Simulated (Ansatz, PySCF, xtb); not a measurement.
Pulling on the Si3–H4 bond in CdH4Si (SMILES [SiH3][CdH]) (multiplicity 1 held, fragments rigid). Energies count from the point at 1.487 Å.
Geometry at that point (charge 0, multiplicity 1):
```xyz
6

Cd    -0.5664    -0.3105    -0.0798
H     -2.0453    -1.1213    -0.2881
Si     1.6349     0.8963     0.2303
H      2.2491     0.5938     1.5500
H      1.4709     2.3720     0.1537
H      2.6257     0.5132    -0.8099
```

Restricted levels (R-, RO-) in cc, def2 and unpolarised 6-31G sets keep to the state of the molecule at rest. Unrestricted levels (U-) break spin symmetry where that is lower. Curves can end on different states.

Frozen-core correlation. Rows in 3-21G carry no dispersion term and start afresh at each structure; the Pople sets are all-electron and without relativity.

Codes used: Ansatz (an electronic-structure program) with Gaussian orbitals; PySCF for 3-21G rows; xtb for the GFN methods. Each number belongs to the level named beside it. In def2 rows elements past Kr take small-core potentials, without spin–orbit coupling. The GFN methods have no spin term and hold the electronic entropy of 300 K.

### Question
One of these levels gives 3.832 eV for the energy at R = 4.758 Å. Which?
A. U-HF/def2-TZVPP
B. R-HF/3-21G
C. R-MP2/def2-TZVPP
D. GFN2-xTB

### Answer
D, GFN2-xTB. The others give 7.109 (R-HF/3-21G), 3.053 (U-HF/def2-TZVPP), 5.462 (R-MP2/def2-TZVPP)

Doubts at one or more of the structures used: a restricted determinant that unrestricted orbitals would lower (R-HF/3-21G, R-MP2/def2-TZVPP); a spin-contaminated determinant (U-HF/def2-TZVPP).
